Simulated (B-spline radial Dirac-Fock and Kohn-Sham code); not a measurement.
Level of theory: ΔSCF Dirac-Fock with Breit, self-energy and vacuum polarisation, finite nucleus, configuration average; a radial atomic solver. Free neutral atoms.

Q: Order these X-ray lines by photon energy, lowest first.
A. Hf Lγ2
B. Zn Kβ1
C. Os Lβ6
D. Lu Lα2
E. Lu Lβ7
F. Cs Lβ6

A: F (4772.0 eV), D (7604.1 eV), E (9182.2 eV), B (9569.5 eV), C (10208.9 eV), A (10833.4 eV).

Values without a named source are computed, but for edge energies of neutral atoms, which are taken from tables.
